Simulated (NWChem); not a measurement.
Species: formate (CHO2 anion); SMILES O=C[O-]

Program: NWChem. Sets without diffuse functions describe the anion's extra electron poorly. The highest occupied level is positive in some or all of these runs, so the extra electron may be held by the finite basis. Each level has its own optimisation; frequencies are unscaled.

For level CAM-B3LYP/def2-SVP:

| Quantity | Value |
|---|---|
| highest harmonic frequency (cm⁻¹) | 2452 |
| zero-point energy (kcal/mol) | 12.8 |

How do the values read with level Hartree-Fock/STO-3G instead?


| Item | Value |
|---|---|
| highest harmonic frequency (cm⁻¹) | 2996 |
| zero-point energy (kcal/mol) | 14.3 |
